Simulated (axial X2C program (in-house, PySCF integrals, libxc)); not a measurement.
Ionising BiB

All values come from calculations with an in-house all-electron X2C program for linear molecules (integrals from PySCF), spin-free (one-electron X2C) or two-component (2c: spin–orbit coupling with atomic mean-field Coulomb and Gaunt terms, which also bring small scalar terms), in Dyall basis sets with cores contracted in-house; open shells are unrestricted.

Basis sets: B dyall-v3z, Bi dyall-cv3z.

```tsv
Hamiltonian	level	BiB state	Re (Å)	ωe (cm⁻¹)	De (eV)
spin-free	PBE0	M_S = 1, Λ = 1	2.128	627.5	2.16
2c	PBE0	Ω = 2	2.162	555.5	2.12
```

Adiabatic ionisation energy (minimum to minimum, no zero-point term) and constants of BiB⁺:

```tsv
Hamiltonian	level	BiB⁺ state	IE (eV)	Re (Å)	ωe (cm⁻¹)	De (eV)	fragments
spin-free	PBE0	M_S = 3/2, Λ = 0	7.77	2.268	480.6	3.03	Bi + B+
2c	PBE0	Ω = 1/2	7.93	2.430	306.7	1.49	Bi+ + B
```

Task: Add the zero-point terms to the ionisation energy at PBE0, 2c, and say whether the electron removed was bonding.

Result: IE0 = IE + (ωe⁺ − ωe)/2 = 7.93 + (-0.015) = 7.91 eV. Re changes by 0.268 Å, so the bond lengthens, as on loss of a bonding electron.

Task: Close the cycle De(BiB⁺) + IE(BiB) = De(BiB) + IE(Bi) to find the atomic ionisation energy at PBE0, 2c.

Result: IE(Bi) = 1.49 + 7.93 − 2.12 = 7.30 eV, for the determinants used.

Each entry is the lowest single determinant of a limited PBE0 search at one distance. De goes to single-determinant-based atoms at the same level (for ions the charge split of lowest energy) and is withheld (n/a) where an atom does not fit its ground term or J level. Main or longest-lived isotopes. One determinant is a doubtful description, or other states lie close, for BiB, BiB⁺; these need not be ground states, and all values refer to the states named. Some open-shell Ω = 0 determinants are out of reach, so the Ω given for BiB need not be the lowest component. With several unpaired electrons the Ω given is that of one determinant, not necessarily of the lowest component. Some light 2c atoms are not at their ground J level, so De misses part of their lowering (0.04 eV or less). The functionals have no current term, which raises determinants with orbital currents.
